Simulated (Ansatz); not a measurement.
Job for Ansatz (a quantum-chemistry and plane-wave program): R-B3LYP-D3(BJ)/def2-TZVP on BeCl2 (SMILES [Cl][Be][Cl]).

Ansatz 0.2 input:
```yaml
crystal:
  periodic: [false, false, false]
  atoms:
    - {symbol: Be, position_ang: [-0.00136310, 0.00986237, -0.00902414]}
    - {symbol: Cl, position_ang: [1.23728224, 0.29375988, -1.21764940]}
    - {symbol: Cl, position_ang: [-1.26079569, -0.26799354, 1.17393380]}
basis:
  gaussian:
    orbitals: def2-TZVP
hamiltonian:
  xc: b3lyp
  dispersion: d3bj
relax: {f_tol: 0.003, max_steps: 120}
```

The log:

```
WARN ansatz: RAYON_NUM_THREADS=6 ignored (pool sized by the plan → 6); use --threads N
Functional definition: B3LYP
integrals: 0.02 GiB planned
667 factors; their error is unknown
mean field: 0.27 GiB planned
mean field evaluation 1: about -25451.4161 eV, gradient 1.8e1 eV
mean field evaluation 2: about -25451.4614 eV, gradient 2.0e1 eV
mean field evaluation 4: about -25452.1973 eV, gradient 7.8e-1 eV
mean field evaluation 8: about -25452.2570 eV, gradient 7.9e-4 eV
mean field -25452.25698830 eV, -935.3531921604 hartree, gradient 5.6e-5 eV, S^2 0.000000; 0 other end points of the search recorded, 0 dependent functions left out
the calculation of the forces begins
reference -25452.25720494 eV, -935.3532001219 hartree; 19, 19 occupied and 74, 74 virtual orbitals, 667 factors
relax step   1: F+E_penalty+E_count = -25452.37483814 eV  Δ(F+E_penalty+E_count) = +0.000e0 eV  max|allowed force component| = 8.655e-1 eV/Å  Δτ_max = 0.0000 Å  (24 SCF iters, accepted)
these checks for a lower state are left out or cut short: starts, cluster_reference, orbital_swaps, neighbouring_geometries, increment
integrals: 0.02 GiB planned
667 factors; their error is unknown
mean field: 0.27 GiB planned
mean field evaluation 16: about -25452.2992 eV, gradient 7.9e-2 eV
mean field -25452.29919705 eV, -935.3547433035 hartree, gradient 2.7e-5 eV, S^2 0.000000; 0 other end points of the search recorded, 0 dependent functions left out
the calculation of the forces begins
reference -25452.29941430 eV, -935.3547512873 hartree; 19, 19 occupied and 74, 74 virtual orbitals, 667 factors
relax step   2: F+E_penalty+E_count = -25452.41572494 eV  Δ(F+E_penalty+E_count) = -4.089e-2 eV  max|allowed force component| = 4.633e-1 eV/Å  Δτ_max = 0.0230 Å  (25 SCF iters, accepted)
these checks for a lower state are left out or cut short: starts, cluster_reference, orbital_swaps, neighbouring_geometries, increment
integrals: 0.02 GiB planned
667 factors; their error is unknown
mean field: 0.27 GiB planned
mean field -25452.31916582 eV, -935.3554771423 hartree, gradient 2.7e-5 eV, S^2 0.000000; 0 other end points of the search recorded, 0 dependent functions left out
the calculation of the forces begins
reference -25452.31938384 eV, -935.3554851544 hartree; 19, 19 occupied and 74, 74 virtual orbitals, 667 factors
relax step   3: F+E_penalty+E_count = -25452.43407472 eV  Δ(F+E_penalty+E_count) = -1.835e-2 eV  max|allowed force component| = 3.068e-2 eV/Å  Δτ_max = 0.0282 Å  (25 SCF iters, accepted)
these checks for a lower state are left out or cut short: starts, cluster_reference, orbital_swaps, neighbouring_geometries, increment
integrals: 0.02 GiB planned
667 factors; their error is unknown
mean field: 0.27 GiB planned
mean field -25452.31936811 eV, -935.3554845762 hartree, gradient 2.8e-5 eV, S^2 0.000000; 0 other end points of the search recorded, 0 dependent functions left out
the calculation of the forces begins
reference -25452.31958618 eV, -935.3554925903 hartree; 19, 19 occupied and 74, 74 virtual orbitals, 667 factors
relax step   4: F+E_penalty+E_count = -25452.43416420 eV  Δ(F+E_penalty+E_count) = -8.948e-5 eV  max|allowed force component| = 5.810e-4 eV/Å  Δτ_max = 0.0029 Å  (26 SCF iters, accepted)
integrals: 0.02 GiB planned
667 factors; their error is unknown
mean field: 0.27 GiB planned
mean field evaluation 32: about -25452.2603 eV, gradient 7.9e-2 eV
mean field -25452.31936811 eV, -935.3554845762 hartree, gradient 2.8e-5 eV, S^2 0.000000; 1 other end points of the search recorded, 0 dependent functions left out
the calculation of the forces begins
reference -25452.31958618 eV, -935.3554925903 hartree; 19, 19 occupied and 74, 74 virtual orbitals, 667 factors
Total energy: -25452.43438228 eV, -935.3597112690 hartree
Atom 0 at    -0.008197     0.011855    -0.017489 Å, force    -0.000331     0.000033    -0.000140 eV/Å
Atom 1 at     1.278000     0.301152    -1.249128 Å, force    -0.000250    -0.000110     0.000468 eV/Å
Atom 2 at    -1.294679    -0.277378     1.213877 Å, force     0.000581     0.000077    -0.000328 eV/Å
Dipole moment:     0.000087    -0.000018     0.000077 e Å
```

Self-consistency was reached.

Cost: about 10 core-seconds (a rough figure).
